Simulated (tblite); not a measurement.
Species: C₆H₁₆N₂.
Numbering: `[CH3:1][CH2:2][CH2:3][NH:4][N:5]([CH3:6])[CH2:7][CH3:8]` (hydrogens: H9, H10, H11 on C1; H12, H13 on C2; H14, H15 on C3; H16 on N4; H17, H18, H19 on C6; H20, H21 on C7; H22, H23, H24 on C8)

Computed with GFN2-xTB (tblite), gas phase: L-BFGS steps from a force-field or distance-geometry start until the largest atomic force falls under 0.01 eV/Å.

Step 29: E = -729.7305 eV
```
atom  x, y, z in Å  |  force x, y, z in eV/Å
C1      2.4655    1.2439   -0.5225   -0.001   0.081  -0.029
C2      2.4087   -0.0114    0.3275   -0.104  -0.164   0.084
C3      1.1259   -0.8060    0.1052   -0.161  -0.070  -0.060
N4      0.0239   -0.1582    0.8041    0.094  -0.026   0.026
N5     -1.2824   -0.6227    0.5158   -0.028  -0.056   0.132
C6     -1.3739   -2.0190    0.1315   -0.076   0.090   0.028
C7     -2.0209    0.2843   -0.3592    0.075  -0.172   0.139
C8     -1.9847    1.6774    0.2545   -0.052   0.035   0.040
H9      3.2597    1.8991   -0.1764    0.014   0.059  -0.017
H10     2.6590    0.9911   -1.5614   -0.028  -0.002  -0.054
H11     1.5178    1.7712   -0.4646    0.009   0.041   0.037
H12     2.4304    0.2484    1.3870    0.140   0.080   0.035
H13     3.2685   -0.6480    0.1133    0.028   0.008   0.004
H14     0.8585   -0.8502   -0.9547    0.156   0.098  -0.019
H15     1.2771   -1.8447    0.4511    0.113   0.049  -0.039
H16     0.1783   -0.2270    1.8143   -0.104  -0.041  -0.195
H17    -2.4000   -2.3489    0.2997    0.012  -0.005  -0.091
H18    -0.7161   -2.6082    0.7782   -0.181   0.050  -0.147
H19    -1.1046   -2.1885   -0.9276   -0.070  -0.105   0.204
H20    -1.6350    0.2880   -1.3975   -0.025   0.052   0.152
H21    -3.0529   -0.0880   -0.3743    0.120   0.029  -0.074
H22    -2.6847    2.3571   -0.2288    0.071  -0.110  -0.084
H23    -0.9789    2.0792    0.1841   -0.025   0.057   0.016
H24    -2.2508    1.6008    1.3083    0.025   0.022  -0.091
```

Step 30: E = -729.7388 eV
```
atom  x, y, z in Å  |  force x, y, z in eV/Å
C1      2.4669    1.2423   -0.5207   -0.014   0.062  -0.020
C2      2.4120   -0.0126    0.3295   -0.063  -0.127   0.070
C3      1.1301   -0.8071    0.1043   -0.121  -0.038  -0.043
N4      0.0285   -0.1568    0.7964    0.030   0.003   0.012
N5     -1.2799   -0.6233    0.5216   -0.053  -0.059   0.049
C6     -1.3794   -2.0157    0.1290   -0.068   0.037   0.026
C7     -2.0218    0.2801   -0.3516    0.038  -0.121   0.122
C8     -1.9852    1.6760    0.2545   -0.009  -0.001   0.017
H9      3.2522    1.9044   -0.1742    0.078   0.087   0.021
H10     2.6654    0.9932   -1.5577   -0.017  -0.032  -0.110
H11     1.5177    1.7619   -0.4661   -0.073   0.086   0.037
H12     2.4400    0.2494    1.3881    0.109   0.063   0.043
H13     3.2715   -0.6468    0.1125    0.055  -0.026   0.002
H14     0.8719   -0.8497   -0.9567    0.128   0.068  -0.045
H15     1.2803   -1.8417    0.4559    0.111  -0.020  -0.044
H16     0.1795   -0.2160    1.8044   -0.041  -0.039  -0.077
H17    -2.4080   -2.3410    0.2956    0.035   0.004  -0.087
H18    -0.7251   -2.6138    0.7687   -0.152   0.032  -0.109
H19    -1.1121   -2.1832   -0.9310   -0.071  -0.084   0.196
H20    -1.6458    0.2820   -1.3927    0.003   0.039   0.135
H21    -3.0527   -0.0926   -0.3584    0.081   0.027  -0.080
H22    -2.6794    2.3505   -0.2386    0.030  -0.044  -0.116
H23    -0.9777    2.0747    0.1914   -0.025   0.057   0.004
H24    -2.2608    1.6056    1.3036    0.010   0.021  -0.003
```

Q: Estimate the geometry and energy of step 31. (The exact step hangs on the optimiser's Hessian estimate; all steps are aligned on step 30, rigid shifts and turns removed.)

A: E = -729.7494 eV, largest force 0.161 eV/Å
```
atom  x, y, z in Å  |  force x, y, z in eV/Å
C1      2.4680    1.2417   -0.5197   -0.023   0.071  -0.027
C2      2.4128   -0.0134    0.3329    0.037  -0.005   0.025
C3      1.1306   -0.8047    0.1016   -0.023   0.005   0.002
N4      0.0319   -0.1578    0.7959   -0.076   0.007   0.002
N5     -1.2789   -0.6238    0.5305   -0.067  -0.049  -0.060
C6     -1.3900   -2.0118    0.1324   -0.045  -0.048   0.018
C7     -2.0146    0.2740   -0.3485   -0.022   0.010   0.068
C8     -1.9828    1.6724    0.2532    0.002  -0.016  -0.005
H9      3.2529    1.9095   -0.1817    0.075   0.047   0.037
H10     2.6596    0.9931   -1.5589   -0.024  -0.036  -0.082
H11     1.5185    1.7586   -0.4575   -0.096   0.112   0.019
H12     2.4515    0.2549    1.3900    0.057   0.025   0.034
H13     3.2731   -0.6437    0.1118    0.065  -0.068   0.005
H14     0.8830   -0.8338   -0.9617    0.081   0.020  -0.043
H15     1.2840   -1.8369    0.4518    0.084  -0.103  -0.068
H16     0.1769   -0.2206    1.8017    0.044  -0.029   0.023
H17    -2.4215   -2.3304    0.2928    0.034   0.017  -0.067
H18    -0.7435   -2.6193    0.7665   -0.095  -0.012  -0.026
H19    -1.1207   -2.1839   -0.9251   -0.065  -0.047   0.140
H20    -1.6396    0.2790   -1.3905    0.033   0.005   0.155
H21    -3.0448   -0.0978   -0.3595    0.045   0.022  -0.073
H22    -2.6804    2.3396   -0.2439    0.040  -0.015  -0.118
H23    -0.9756    2.0748    0.1940   -0.062   0.048  -0.005
H24    -2.2625    1.6002    1.2996    0.003   0.037   0.048
```

The energy changes by -0.0106 eV. The first-order estimate −F·Δx gives -0.0151 eV and the mean of the old and new forces, exact on a quadratic surface, -0.0106 eV. The step makes an angle of 59° with the force vector and moves no atom by more than 0.020 Å.

The cost below is that of the whole relaxation. On an Arm Neoverse V2 with one thread, on a shared host, this took 1.1 s wall.
